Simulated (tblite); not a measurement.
Species: C₈H₁₀AlN.
Geometry (GFN2-xTB, Å), atoms numbered from 1 in this order:
```xyz
20
C8H10AlN angstrom
C      3.4369    0.7687   -1.3693
C      2.7103   -0.2959   -0.7645
N      2.1274   -1.1665   -0.2953
Al     0.7592   -1.8112    1.0040
C     -0.6873   -0.5118    0.4898
C     -0.6955    0.8821    0.6045
C     -1.7996    1.6366    0.2489
C     -2.9372    1.0130   -0.2384
C     -2.9645   -0.3661   -0.3653
C     -1.8538   -1.1071   -0.0042
H      3.0951    1.7176   -0.9558
H      3.2648    0.7621   -2.4456
H      4.5022    0.6493   -1.1709
H      1.6626   -1.5164    2.2515
H      0.4880   -3.2940    0.6181
H      0.1884    1.3797    0.9916
H     -1.7799    2.7145    0.3490
H     -3.8006    1.6015   -0.5167
H     -3.8523   -0.8555   -0.7441
H     -1.8692   -2.1900   -0.0999
```

Method: GFN2-xTB as coded in tblite; computed harmonic values from a numerical Hessian at the method's own geometry, unscaled. Errors from tens to a few hundred cm⁻¹ against measured bands are possible. Modes of hydrogen on aluminium can be 10 to 20 % off. One conformer, not necessarily the lowest. The optimisation stopped once no atom felt more than 0.01 eV/Å.

Lowest wavenumbers of the output (negative numbers stand for imaginary wavenumbers):
```
mode    cm-1
  1     -36.4
  2      18.5
  3      21.5
  4      59.6
  5      74.2
  6      82.7
  7     144.5
  8     296.5
  9     331.6
 10     343.9
 11     356.8
 12     365.7
 13     382.1
 14     392.6
 15     461.6
```

**Question.** Is this structure a minimum?

**Answer.** Not by this Hessian. 1 mode is imaginary beyond 20i (36i cm⁻¹), so at this level the point lies at or near a first-order saddle. The curvature is small, so loose convergence or finite differences may be the whole cause.

**Question.** Which atoms move in the imaginary mode?

**Answer.** 36i: H11 (methyl hydrogen) 34 %, H13 (methyl hydrogen) 33 %, H12 (methyl hydrogen) 32 %. These are shares of the mass-weighted motion.

**Question.** What is the remedy?

**Answer.** Step along that mode in both directions, optimise again with tighter thresholds and repeat the frequencies. The zero-point energy of this point (90.4 kcal/mol) counts the 53 real modes alone, and thermal corrections from it aren't those of a minimum.

Time: 0.77 s wall. Hardware: an Arm Neoverse V2 with one thread, no GPU, shared host with 48 logical CPUs at a one-minute load of 32. This covers the Hessian and the dipole derivatives.
